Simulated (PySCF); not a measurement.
Structure revision by computed shifts

A compound C5H15NOSi gives the data below (simulated from a calculation) and was assigned the structure `CC(C)O[SiH2]N(C)C`.

$^{13}$C{$^{1}$H} NMR (computed): δ 53.2 (CH3), 50.4 (C), 34.6 (CH3, 3C).

$^{1}$H NMR (400 MHz, computed): δ 5.18 (s, 2H), 3.80 (s, 3H), 1.22 (s, 9H), 0.03 (br s, 1H).

Non-relativistic, no solvent, one averaged value for each set of equivalent atoms, one computed conformer. PBE0/pcSseg-1 with gauge-including orbitals; structure optimised with GFN2-xTB; PySCF 2.14.0 with density-fitted response routines.

Scale: $^{1}$H (σref 31.72) and $^{13}$C (σref 186.93) vs TMS (reference shieldings calculated alike).

Problem. Compare with the shifts computed for the proposed structure, pairing carbons in order of shift.

Solution. Atoms are numbered as in `[CH3:1][CH:2]([CH3:3])[O:4][SiH2:5][N:6]([CH3:7])[CH3:8]`; H(Xn) means a hydrogen on atom n.

| atom | computed for proposal | given list | difference |
| --- | --- | --- | --- |
| C2 | 68.2 | 53.2 | +15.0 |
| C7 | 37.9 | 50.4 | -12.5 |
| C8 | 37.9 | 34.6 | +3.3 |
| C1 | 28.0 | 34.6 | -6.6 |
| C3 | 28.0 | 34.6 | -6.6 |

The rms difference is 9.8 ppm and the largest +15.0 ppm at C2 (sp3 CH bonded to O). The carbon types in order of shift don't match either: CH, CH3, CH3, CH3, CH3 for the proposal against CH3, C, CH3, CH3, CH3 in the data. The proposal doesn't fit.

Problem. Which isomer fits?

Solution. `CO[SiH2]NC(C)(C)C`.

1. Carbon types of the structure: 1 × C, 4 × CH3, leaving 3 H on heteroatoms.
2. δC 53.2: methyl carbon bonded to O; the inductive effect lowers its shielding.
3. δC 50.4: fully substituted sp3 carbon bonded to N; pulled downfield by the heteroatom.
4. δC 34.6: methyl carbon; aliphatic region, no heteroatom directly attached.
5. δH 0.03: hydrogen on a nitrogen bonded to C, Si; labile proton, position sensitive to the medium.

The shifts were computed for this structure.

The OH or NH signal is concentration- and solvent-dependent in practice; the value given is the gas-phase one. Shifts are as computed. Against solution values, carbons near 30 ppm lie about +3 ppm off and those near 130 ppm about +5 ppm. Of 1309 compounds with measured shifts, 239 miss one by over three times the rms of a fit or turn the order of signals round; such compounds aren't used in these exercises. Multiplicities follow the n + 1 count of equivalent neighbours, as no J values were calculated; m marks all less simple cases, F and P coupling included.
